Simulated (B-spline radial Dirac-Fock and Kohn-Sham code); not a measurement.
## Ne: input and output of one calculation

ΔSCF core binding energies without Breit or QED terms, calculated with a radial finite-basis atomic code. Keys: rel is the Hamiltonian (dirac, or spin-free x2c and nr, where L3 and M5 stand for the whole 2p and 3d shells), method is hf or an exchange,correlation pair (spin-unpolarised, also for the hole states), nuc the nuclear model, radius_factor scales its radius, rmax is the box in bohr, h the logarithmic mesh step, order the B-spline order, points the quadrature points per cell, c_factor scales the speed of light, and damp, ndamp, maxit and tol steer the iteration. The run stops when the commutator error falls below 10·tol·max(1, Z/10), or the numerical noise floor, and the energy has settled to about 1e-8 Ha; the virial ratio is −V/T.

Input (task.json):

```json
{"items": [{"Z": 10, "q": 0, "cfg": [[1, 0, 2], [2, 0, 2], [2, 1, 6]], "A": 20, "rrms": 3.0055, "do": "settings", "holes": ["K", "L3", "M5"],
  "settings": [{"rel": "dirac", "method": "hf", "nuc": "fermi", "radius_factor": 1.0, "rmax": 45.0, "h": 0.3, "order": 8, "points": 10, "c_factor": 1.0, "maxit": 68, "damp": 0.5, "ndamp": 3, "tol": 1e-14}]}]}
```

Command: `python xray2_run.py task.json out`

Ground-state iterations:

```
iter   energy (Ha)        error
   1     -128.43443998  3.89e-01
   2     -128.64383050  5.54e-02
   3     -128.68872721  1.37e-02
   4     -128.69171219  3.39e-03
   5     -128.69187521  2.11e-03
   6     -128.69192555  9.85e-05
   7     -128.69192582  1.27e-05
   8     -128.69192582  3.23e-07
   9     -128.69192582  9.27e-08
```

The ground state converged in 9 iterations, with total energy -128.69193 Ha, virial ratio 1.99775 and highest orbital energy -23.08 eV. ΔSCF binding energies: K (1s) 869.8 eV, L3 (2p3/2) 19.79 eV. Holes are computed only in closed shells, and unreliable hole states are left out.

One setting is outside the advised range (tolerance below the noise), but here it does no visible harm: the result matches the run with default settings.
